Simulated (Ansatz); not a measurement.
Computed with PBE0-D3(BJ)/def2-TZVP (Ansatz, a first-principles code). No frequencies were computed at this level.

Ansatz 0.2 input:
```yaml
crystal:
  periodic: [false, false, false]
  atoms:
    - { symbol: B, position_ang: [1.26637, 0.116888, 0.447557] }
    - { symbol: C, position_ang: [0.003712, -0.139236, -0.011703] }
    - { symbol: B, position_ang: [-1.262696, -0.389554, -0.463378] }
    - { symbol: H, position_ang: [2.32142, 0.317715, 0.851058] }
    - { symbol: H, position_ang: [-2.328811, -0.612436, -0.823532] }
basis:
  gaussian: { orbitals: def2-tzvp }
hamiltonian:
  xc: pbe0
  dispersion: d3bj
relax:
  max_steps: 150
```

Output:

```
Functional definition: PBE0
606 factors; their error is unknown
mean field evaluation 1: about -2408.6930 eV, gradient 5.8e1 eV
mean field evaluation 2: about -2398.8568 eV, gradient 7.4e1 eV
mean field evaluation 4: about -2416.6514 eV, gradient 8.7e-1 eV
mean field evaluation 8: about -2416.6555 eV, gradient 1.8e-1 eV
mean field -2416.65552198 eV, -88.8104523647 hartree, gradient 3.7e-5 eV, S^2 0.000000; 0 other end points of the search recorded, 0 dependent functions left out
reference -2416.65555280 eV, -88.8104534973 hartree; 9, 9 occupied and 96, 96 virtual orbitals, 606 factors
relax step   1: F+E_penalty+E_count = -2416.71835878 eV  Δ(F+E_penalty+E_count) = +0.000e0 eV  max|allowed force component| = 1.377e0 eV/Å  Δτ_max = 0.0000 Å  (25 SCF iters, accepted)
these checks for a lower state are left out or cut short: starts, cluster_reference, orbital_swaps, neighbouring_geometries, increment
606 factors; their error is unknown
mean field evaluation 16: about -2416.6810 eV, gradient 3.6e-3 eV
mean field -2416.68300403 eV, -88.8114623117 hartree, gradient 8.6e-6 eV, S^2 0.000000; 0 other end points of the search recorded, 0 dependent functions left out
reference -2416.68303489 eV, -88.8114634455 hartree; 9, 9 occupied and 96, 96 virtual orbitals, 606 factors
relax step   2: F+E_penalty+E_count = -2416.74591381 eV  Δ(F+E_penalty+E_count) = -2.756e-2 eV  max|allowed force component| = 2.880e-1 eV/Å  Δτ_max = 0.0110 Å  (31 SCF iters, accepted)
these checks for a lower state are left out or cut short: starts, cluster_reference, orbital_swaps, neighbouring_geometries, increment
606 factors; their error is unknown
mean field -2416.68476579 eV, -88.8115270551 hartree, gradient 1.1e-5 eV, S^2 0.000000; 0 other end points of the search recorded, 0 dependent functions left out
reference -2416.68479666 eV, -88.8115281894 hartree; 9, 9 occupied and 96, 96 virtual orbitals, 606 factors
relax step   3: F+E_penalty+E_count = -2416.74767902 eV  Δ(F+E_penalty+E_count) = -1.765e-3 eV  max|allowed force component| = 1.856e-2 eV/Å  Δτ_max = 0.0062 Å  (30 SCF iters, accepted)
these checks for a lower state are left out or cut short: starts, cluster_reference, orbital_swaps, neighbouring_geometries, increment
606 factors; their error is unknown
mean field evaluation 32: about -2416.6849 eV, gradient 4.3e-5 eV
mean field -2416.68488852 eV, -88.8115315652 hartree, gradient 1.1e-5 eV, S^2 0.000000; 0 other end points of the search recorded, 0 dependent functions left out
reference -2416.68491939 eV, -88.8115326995 hartree; 9, 9 occupied and 96, 96 virtual orbitals, 606 factors
relax step   4: F+E_penalty+E_count = -2416.74779437 eV  Δ(F+E_penalty+E_count) = -1.154e-4 eV  max|allowed force component| = 1.888e-2 eV/Å  Δτ_max = 0.0038 Å  (30 SCF iters, accepted)
these checks for a lower state are left out or cut short: starts, cluster_reference, orbital_swaps, neighbouring_geometries, increment
606 factors; their error is unknown
mean field -2416.68491387 eV, -88.8115324968 hartree, gradient 1.1e-5 eV, S^2 0.000000; 0 other end points of the search recorded, 0 dependent functions left out
reference -2416.68494474 eV, -88.8115336311 hartree; 9, 9 occupied and 96, 96 virtual orbitals, 606 factors
relax step   5: F+E_penalty+E_count = -2416.74782466 eV  Δ(F+E_penalty+E_count) = -3.029e-5 eV  max|allowed force component| = 6.031e-4 eV/Å  Δτ_max = 0.0028 Å  (30 SCF iters, accepted)
606 factors; their error is unknown
mean field -2416.68491387 eV, -88.8115324968 hartree, gradient 2.3e-5 eV, S^2 0.000000; 1 other end points of the search recorded, 0 dependent functions left out
reference -2416.68494474 eV, -88.8115336311 hartree; 9, 9 occupied and 96, 96 virtual orbitals, 606 factors
Total energy: -2416.74785553 eV, -88.8138455600 hartree
Atom 0 at     1.252931     0.109396     0.451011 Å, force    -0.000542    -0.000199    -0.000227 eV/Å
Atom 1 at     0.000352    -0.141067    -0.001123 Å, force    -0.000185    -0.000030     0.000517 eV/Å
Atom 2 at    -1.252823    -0.391937    -0.451377 Å, force     0.000603     0.000025     0.000187 eV/Å
Atom 3 at     2.337552     0.326221     0.842643 Å, force     0.000219     0.000132    -0.000181 eV/Å
Atom 4 at    -2.338017    -0.609235    -0.841152 Å, force    -0.000095     0.000072    -0.000295 eV/Å
Dipole moment:    -0.000140    -0.000094     0.000442 e Å
```

Cost: about 6 core-seconds (a rough figure).
